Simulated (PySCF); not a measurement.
**Low-lying terms of Te(4+) (tellurium, charge +4)**

Ground state [Kr] 4d10 5s2, ¹S. Computed with PySCF 2.14 in def2-TZVPPD with one added diffuse shell each of s, p, d, f type with the def2 core potential (28 electrons) (8s7p5d3f, 75 functions), with a scalar-relativistic core potential. Vertical excitation energies in eV without spin-orbit coupling; excited terms of each kind are numbered among those the solver found.

```tsv
term	leading excitation	TDA-LDA
1 3P°	5s → p	10.958
1 1P°	5s → p	15.098
1 3D	5s → d	26.981
1 1D	5s → d	27.824
1 3S	5s → s	30.425
1 1S	5s → s	30.973
2 3P°	5s → p	34.633
1 3F°	5s → f	34.781
2 1P°	5s → p	34.833
1 1F°	5s → f	35.315
2 3D	5s → d	40.325
2 1D	5s → d	40.453
```

(1) What does TD-LDA give for these terms?

Oscillator strength of the first ¹S → ¹P° line: TDA-LDA 2.25, TD-LDA 1.65.

Doubly excited terms such as np² are absent. The solver can miss terms.

Results:

(1) 1 3P° 10.897; 1 1P° 14.498; 1 3D 26.968; 1 1D 27.809; 1 3S 30.422; 1 1S 30.944; 2 3P° 34.629; 1 3F° 34.766; 2 1P° 34.784; 1 1F° 35.310; 2 3D 40.323; 2 1D 40.449 (eV).
